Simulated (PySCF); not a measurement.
Structure revision by computed shifts

A compound C6H13BO2 gives the data below (simulated from a calculation) and was assigned the structure `CC(C)(C)B1OCCO1`.

¹³C{¹H} NMR (computed): δ 32.1 (CH2, 2C), 31.3 (CH2, 2C), 30.7 (CH2), 28.0 (CH).

¹H NMR (400 MHz, computed): δ 2.64 (br s, 2H), 1.58 (m, 2H), 1.57 (m, 1H), 1.42 (m, 2H), 1.24 (m, 2H), 1.21 (m, 1H), 1.15 (m, 2H), 0.66 (m, 1H).

PySCF 2.14.0 with density-fitted response routines calculation with NMR shieldings at B3LYP/pcSseg-1/GIAO and coordinates at the PBE0-D3(BJ)/def2-SVP level; non-relativistic, no solvent model, single conformer, fast rotation and ring inversion assumed for equivalent nuclei.

Scale: ¹H and ¹³C vs TMS (reference shieldings calculated alike).

Q: Compare with the shifts computed for the proposed structure, pairing carbons in order of shift.

A: Atoms are numbered as in `[CH3:1][C:2]([CH3:3])([CH3:4])[B:5]1[O:6][CH2:7][CH2:8][O:9]1` (H(Xn): hydrogen on atom n).

| atom | computed for proposal | given list | difference |
| --- | --- | --- | --- |
| C7 | 69.6 | 32.1 | +37.5 |
| C8 | 69.6 | 32.1 | +37.5 |
| C1 | 28.8 | 31.3 | -2.5 |
| C3 | 28.8 | 31.3 | -2.5 |
| C4 | 28.8 | 30.7 | -1.9 |
| C2 | 17.8 | 28.0 | -10.2 |

The rms difference is 22.1 ppm and the largest +37.5 ppm at C7 (sp3 CH2 bonded to O). The proposal also would give 3 carbon signals, not 4. The carbon types in order of shift don't match either: CH2, CH2, CH3, CH3, CH3, C for the proposal against CH2, CH2, CH2, CH2, CH2, CH in the data. The proposal doesn't fit.

Q: Which isomer fits?

A: SMILES OB(O)C1CCCCC1.

1. δC 32.1, 31.3, 30.7: sp3 CH2 in a ring; a saturated carbon with 2 carbon neighbours and no heteroatom attached.
2. δC 28.0: sp3 CH bonded to B.
3. δH 2.64: hydrogen on an oxygen bonded to B; labile proton, position sensitive to the medium.
4. δH 1.58, 1.57, 1.42, 1.24, 1.21, 1.15: hydrogen on an sp3 CH2 in a ring.

Other isomers checked: COBC1(OC)CCC1 (rms 24.6 ppm).

The shifts were computed for this structure.

The OH or NH signal is concentration- and solvent-dependent in practice; the value given is the gas-phase one. A carbon bonded to boron is broadened by the quadrupolar boron nucleus and is often missing from a measured spectrum. Shifts are as computed. Against solution values, carbons near 30 ppm lie about +2 ppm off and those near 130 ppm about +6 ppm. Of 1309 compounds with measured shifts, 239 miss one by over three times the rms of a fit or turn the order of signals round; such compounds aren't used in these exercises. No couplings were computed; multiplicities are counted from neighbouring protons, with m where these are inequivalent, close in shift, in a saturated or five-membered ring or joined by F or P, and br s for small geminal =CH2 splittings.
